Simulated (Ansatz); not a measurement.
Ansatz (a program for electronic structure) input (CCSD(T)/def2-SVPD):

Ansatz 0.2 input:
```yaml
crystal:
  periodic: [false, false, false]
  atoms:
    - {symbol: Nb, position_ang: [0.25518213, 0.01137352, 0.33113971]}
    - {symbol: O, position_ang: [1.66745752, -0.74959079, -0.27256221]}
    - {symbol: O, position_ang: [-0.49293576, -1.09630023, 1.40418347]}
    - {symbol: Cl, position_ang: [-1.16815539, 0.84122434, -1.33115871]}
basis:
  gaussian:
    orbitals: def2-SVPD
magnetization: {spin_polarized: false}
correlation: {method: ccsd_t, electrons: outside_noble_gas}
output: {forces: true}
```

End of the output:

```
mean field -18107.32979513 eV, -665.4320963822 hartree, gradient 2.9e-6 eV, S^2 0.000000; 0 other end points of the search recorded, 0 dependent functions left out
11 core orbitals not correlated
reference -18107.32979513 eV, -665.4320963822 hartree; 12, 12 occupied and 84, 84 virtual orbitals, 1014 factors
densities: 0.63 GiB planned
second order -20.54925815 eV of doubles, -0.00000000 eV of singles
coupled cluster: 0.44 GiB planned
cycle   1  -17.73321464 eV  change     2.8e0 eV  update   3.0e-1
cycle   2  -19.16730722 eV  change    -1.4e0 eV  update   2.0e-1
cycle   3  -19.36841643 eV  change   -2.0e-1 eV  update   4.3e-2
cycle   4  -19.35607121 eV  change    1.2e-2 eV  update   1.9e-2
cycle   5  -19.35236827 eV  change    3.7e-3 eV  update   7.7e-3
cycle   6  -19.36247870 eV  change   -1.0e-2 eV  update   4.3e-3
cycle   7  -19.35939721 eV  change    3.1e-3 eV  update   2.3e-3
cycle   8  -19.35769387 eV  change    1.7e-3 eV  update   7.3e-4
cycle   9  -19.35864422 eV  change   -9.5e-4 eV  update   4.0e-4
cycle  10  -19.35867603 eV  change   -3.2e-5 eV  update   1.6e-4
cycle  11  -19.35853357 eV  change    1.4e-4 eV  update   9.1e-5
cycle  12  -19.35853467 eV  change   -1.1e-6 eV  update   4.9e-5
cycle  13  -19.35861293 eV  change   -7.8e-5 eV  update   2.1e-5
cycle  14  -19.35858415 eV  change    2.9e-5 eV  update   1.1e-5
cycle  15  -19.35858897 eV  change   -4.8e-6 eV  update   6.8e-6
cycle  16  -19.35859715 eV  change   -8.2e-6 eV  update   2.3e-6
perturbative correction -1.14548638 eV, -0.0420958482 hartree
the calculation of the forces begins
Total energy: -18127.83387867 eV, -666.1856075539 hartree
Atom 0 at     0.255182     0.011374     0.331140 Å, force    -0.096151     0.855647     0.053041 eV/Å
Atom 1 at     1.667458    -0.749591    -0.272562 Å, force     0.779850    -0.448177    -0.275335 eV/Å
Atom 2 at    -0.492936    -1.096300     1.404183 Å, force    -0.352269    -0.629865     0.603337 eV/Å
Atom 3 at    -1.168155     0.841224    -1.331159 Å, force    -0.331430     0.222395    -0.381044 eV/Å
Dipole moment:     0.248449     0.789707     0.483404 e Å
```
